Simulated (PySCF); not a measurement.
CHBrClF, SMILES F[C@H](Cl)Br.

Coordinates come from a B3LYP-D3(BJ)/def2-SVP optimisation.

Calculation: PBE/def2-TZVPD (PySCF).

Gas-phase values at a fixed geometry.

Problem. Estimate the frontier levels, gap, dipole moment and polarisability. (An estimate is asked for; the answer gives what the named calculation found.)

Solution. 
The highest occupied level is -7.33 eV, the lowest empty level is -2.29 eV and the orbital gap comes out as 5.04 eV. The dipole moment comes out as 1.14 D and the quadrupole, principal values (traceless, Buckingham form, about the centre of nuclear charge) is -2.86, -0.50, 3.36 D·Å. The mean static polarisability comes out as 54.6 bohr³ (8.09 Å³). The polarisability, principal values comes out as 44.2, 50.2, 69.4 bohr³.
